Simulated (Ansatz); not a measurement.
Si2Cl3OH3⁺, that is (Cl)3Si-O-SiH3 with one electron fewer. The state is a doublet with charge 1. Geometry PBE-D4/def2-SVP; atoms count from 1.

```xyz
9

Si    0.524    1.347   -0.641
Cl    1.537    2.468    0.738
Cl   -0.982    2.398   -1.539
Cl    1.801    0.580   -2.028
O    -0.237    0.156    0.239
Si   -0.558   -1.458    0.672
H    -2.069   -1.578    0.589
H     0.216   -2.399   -0.185
H    -0.231   -1.512    2.157
```

Q: Estimate the Mulliken populations from the PBE0/def2-TZVP orbitals of Ansatz.

A: 
```json
{"atom": "Si1", "charge (e)": "0.63", "spin (α − β)": "-0.06"}
{"atom": "Cl2", "charge (e)": "0.02", "spin (α − β)": "0.19"}
{"atom": "Cl3", "charge (e)": "0.02", "spin (α − β)": "0.19"}
{"atom": "Cl4", "charge (e)": "-0.06", "spin (α − β)": "0.02"}
{"atom": "O5", "charge (e)": "-0.24", "spin (α − β)": "0.36"}
{"atom": "Si6", "charge (e)": "0.30", "spin (α − β)": "0.03"}
{"atom": "H7", "charge (e)": "0.12", "spin (α − β)": "0.13"}
{"atom": "H8", "charge (e)": "0.08", "spin (α − β)": "-0.01"}
{"atom": "H9", "charge (e)": "0.12", "spin (α − β)": "0.14"}
```
Mulliken values depend strongly on the basis.

Q: Where does the spin sit?

A: Summed by element: Si -0.03, Cl 0.40, O 0.36, H 0.26, of 1 unpaired in all. Largest on single atoms: O5 0.36, Cl2 0.19, Cl3 0.19.

Q: And the Mayer bond orders between heavy atoms (over 0.3)?

A: Si1–Cl2 1.24 (2.05 Å); Si1–Cl3 1.24 (2.04 Å); Si1–Cl4 1.32 (2.04 Å); Si1–O5 1.08 (1.67 Å); O5–Si6 1.07 (1.70 Å).
